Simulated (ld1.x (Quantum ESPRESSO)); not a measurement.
## Si (Z = 14): TM pseudisation with PBE, non-relativistic reference atom.

```
Element                 : Si (Z = 14)
Generator               : ld1.x (Quantum ESPRESSO) 7.5
Type                    : norm-conserving Troullier–Martins (Kleinman–Bylander form)
Functional              : PBE
Relativity              : non-relativistic
Frozen core             : [He]
Valence charge          : 12
Reference configuration : 2s2 2p6 3s1.75 3p2.25
Partial waves           : 2s (bound): rc 0.75 bohr; 2p (bound): rc 0.50 bohr
Local potential         : all-electron potential smoothed inside 0.54 bohr (lloc = -2)
Core correction         : none
```

Occupied shells without a wave of their own: 3p, 3s. They enter only through the test configuration that unscreens the potential.

Poles of the logarithmic derivatives, all-electron (AE) and pseudo (PS). s: poles at -5.8 (AE) and -5.8 (PS) Ry. p: poles at -3.7 (AE) and -3.6 (PS) Ry. Test radius 0.85 bohr.

* Ghost test: no extra level below or beside the all-electron valence levels (s, p, d, f tested) (spherical-Bessel basis up to 400 Ry, 20 bohr box)
* Largest excitation error: -201 meV (all-electron minus pseudo) for 2s2 2p6 3s0 3p0, out of 7 test configurations
